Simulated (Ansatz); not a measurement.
Relaxation of C2H4AlFS (9 atoms, charge 0, multiplicity 1), to a largest force component of 0.015 eV/Å in at most 40 steps.

These are results of RKS PBE-D4/STO-3G (Ansatz 0.2.0), not measurements.

```xyz
9
Properties=species:S:1:pos:R:3
F -0.112 0.025 -1.728
C 0.154 0.417 -0.440
Al 0.898 -1.181 0.464
C -0.991 0.939 0.267
S -2.211 0.162 0.460
H 0.945 1.219 -0.454
H 2.406 -1.667 0.021
H -0.035 -2.342 0.867
H -0.993 1.954 0.800
```

Task: Where does it end, and by what steps?

Result: It converged. Limits of this set-up: minimal basis. After 13 steps the energy has fallen by 2.885 eV; F1 moved furthest, 0.72 Å. The start is strongly strained (largest force component 12 eV/Å). Joined: F1–Al3.

```csv
step,energy less start (eV),largest force component (eV/Å),accepted
0,0.0000,11.820,yes
1,-1.6938,3.205,yes
2,-1.8844,1.487,yes
3,-1.9438,1.629,yes
4,-2.0367,0.775,yes
5,-2.2462,0.838,yes
6,-2.5712,1.104,yes
7,-2.8011,0.838,yes
8,-2.8675,0.234,yes
9,-2.8713,0.226,yes
10,-2.8838,0.085,yes
11,-2.8844,0.090,yes
12,-2.8847,0.056,yes
13,-2.8850,0.011,yes
```

```xyz
9
Properties=species:S:1:pos:R:3
F 0.058 -0.512 -1.280
C 0.248 0.501 -0.148
Al 0.939 -1.289 0.153
C -1.066 1.012 0.352
S -2.541 0.355 0.116
H 0.923 1.301 -0.539
H 2.381 -1.509 -0.225
H 0.018 -2.257 0.847
H -0.898 1.925 0.978
```

The run took 100 s on 1 thread of Intel(R) Xeon(R) Processor @ 2.50GHz (Skylake/Cascade Lake), on a shared host, peak memory 0.15 GiB.
